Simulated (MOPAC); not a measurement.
MOPAC input (PM7):

```
PM7 1SCF UHF MS=0.5 GEO-OK AUX(PRECISION=9) THREADS=1
CNSi

Si   -0.00000000 1   -0.00000000 1   -1.18991500 1
C     0.00000000 1    0.00000000 1    0.65490400 1
N     0.00000000 1    0.00000000 1    1.81848400 1
```

Output:

```
 *******************************************************************************
 **                                                                           **
 **                              MOPAC v23.2.5                                **
 **                                                                           **
 *******************************************************************************
 ** MOPAC's Digital Object Identifier: https://doi.org/10.5281/zenodo.6511958 **
 **                                                                           **
 ** Please cite the open-source release paper for use of this MOPAC version:  **
 ** J. E. Moussa and J. J. P. Stewart (2026)                                  **
 ** MOPAC: An open-source semiempirical molecular orbital program             **
 ** J. Open Source Softw., 11(119), 8025, https://doi.org/10.21105/joss.08025 **
 *******************************************************************************

                              PM7 CALCULATION RESULTS

 *******************************************************************************
 *  PM7        - The PM7 Hamiltonian to be used
 *  GEO-OK     - OVERRIDE INTERATOMIC DISTANCE AND OTHER SAFETY CHECKS
 *  UHF        - UNRESTRICTED HARTREE-FOCK CALCULATION
 *  MS=        - IN MECI, MAGNETIC COMPONENT OF SPIN =  0.5
 *  1SCF       - DO 1 SCF AND THEN STOP
 *  AUX        - OUTPUT AUXILIARY INFORMATION
 *******************************************************************************
PM7 1SCF UHF MS=0.5 GEO-OK AUX(PRECISION=9) THREADS=1
 CNSi

   ATOM   CHEMICAL          X               Y               Z
  NUMBER   SYMBOL      (ANGSTROMS)     (ANGSTROMS)     (ANGSTROMS)

     1      Si         -0.00000000  *  -0.00000000  *  -1.18991500  *
     2       C          0.00000000  *   0.00000000  *   0.65490400  *
     3       N          0.00000000  *   0.00000000  *   1.81848400  *

          CARTESIAN COORDINATES

    NO.       ATOM           X           Y           Z

     1        Si         -0.0000     -0.0000     -1.1899
     2         C          0.0000      0.0000      0.6549
     3         N          0.0000      0.0000      1.8185

 General Reference for PM7:
 "Optimization of Parameters for Semiempirical Methods VI: More Modifications to the
 NDDO Approximations and Re-optimization of Parameters", J. J. P. Stewart, J. Mol. Mod., 1:32, 19 (2013)
 https://link.springer.com/article/10.1007/s00894-012-1667-x

           Empirical Formula: C N Si  =     3 atoms

      MOLECULAR POINT GROUP   :   C*v

          UHF CALCULATION, NO. OF ALPHA ELECTRONS =    7
                           NO. OF BETA  ELECTRONS =    6

 -------------------------------------------------------------------------------
 PM7 1SCF UHF MS=0.5 GEO-OK AUX(PRECISION=9) THREADS=1
 CNSi

     1SCF WAS SPECIFIED, SO BFGS WAS NOT USED
     SCF FIELD WAS ACHIEVED

                              PM7 CALCULATION
                                                       MOPAC v23.2.5 Linux

          FINAL HEAT OF FORMATION =        113.08535 KCAL/MOL =     473.14912 KJ/MOL

          COSMO AREA              =         99.96 SQUARE ANGSTROMS
          COSMO VOLUME            =         86.45 CUBIC ANGSTROMS

          IONIZATION POTENTIAL    =         11.196081 EV
          ALPHA SOMO LUMO (EV)    =        -11.240 -2.296
          BETA  SOMO LUMO (EV)    =        -11.196 -3.128
          NO. OF ALPHA ELECTRONS  =          7
          NO. OF BETA  ELECTRONS  =          6
          MOLECULAR WEIGHT        =         54.1032         POINT GROUP:  C*v

          MOLECULAR DIMENSIONS (Angstroms)

            Atom       Atom       Distance
            N     3   Si     1     3.00840
            N     3   Si     1     0.00000
           Si     1    C     2     0.00000

          SCF CALCULATIONS        =          1

   ATOM   CHEMICAL          X               Y               Z
  NUMBER   SYMBOL      (ANGSTROMS)     (ANGSTROMS)     (ANGSTROMS)

     1      Si         -0.00000000  *  -0.00000000  *  -1.18991500  *
     2       C          0.00000000  *   0.00000000  *   0.65490400  *
     3       N          0.00000000  *   0.00000000  *   1.81848400  *

                             CARTESIAN COORDINATES

   1   Si       -0.000000000    -0.000000000    -1.189915000
   2    C        0.000000000     0.000000000     0.654904000
   3    N        0.000000000     0.000000000     1.818484000

           Empirical Formula: C N Si  =     3 atoms

      MOLECULAR POINT GROUP   :   C*v

          ALPHA EIGENVALUES
 -34.66275 -19.21009 -13.58296 -13.52402 -12.79135 -11.27804 -11.23985  -2.29560
   1.64630   1.70269   2.35617   6.27940  14.75888  14.76801  14.93130  15.19051
  15.89701

           BETA EIGENVALUES
 -34.49601 -19.12276 -13.48542 -13.17215 -12.66570 -11.19608  -3.12845  -2.12296
   1.72956   1.83041   2.97306   6.32944  15.02726  15.02864  15.18875  15.24750
  15.97830

              NET ATOMIC CHARGES AND DIPOLE CONTRIBUTIONS

  ATOM NO.   TYPE          CHARGE      No. of ELECS.   s-Pop       p-Pop       d-Pop
    1         Si           0.125735        3.8743     0.32534     3.47577     0.07315
    2          C           0.143177        3.8568     1.15001     2.70681
    3          N          -0.268912        5.2689     1.82853     3.44038
 DIPOLE           X         Y         Z       TOTAL
 POINT-CHG.     0.000     0.000    -2.617     2.617
 HYBRID        -0.000    -0.000    -3.773     3.773
 SUM           -0.000    -0.000    -6.390     6.390

          ATOMIC ORBITAL ELECTRON POPULATIONS

     Atom    s        px        py        pz      x^2-y^2     xz        z^2       yz        xy
    1 Si   0.32534   1.98634   1.01680   0.47263   0.00002   0.01428   0.04383   0.01502   0.00000
    2  C   1.15001   0.88164   0.89631   0.92885
    3  N   1.82853   1.11773   1.07186   1.25079

                    (SZ)    =    0.500000
                    (S**2)  =    0.753704

          ATOMIC ORBITAL SPIN POPULATIONS

    Atom   Total    s     px     py     pz   x^2-y^2  xz     z^2    yz     xy
         Atomic
    1 Si  0.9846  0.023 -0.000  0.969 -0.005  0.000 -0.000 -0.001 -0.001  0.000
    2  C -0.0804 -0.009 -0.015 -0.045 -0.011
    3  N  0.0959  0.001  0.016  0.077  0.001

 **********************
 *                    *
 * JOB ENDED NORMALLY *
 *                    *
 **********************

 == MOPAC DONE ==
```

The geometry given is a B3LYP-D3(BJ)/def2-TZVP minimum.
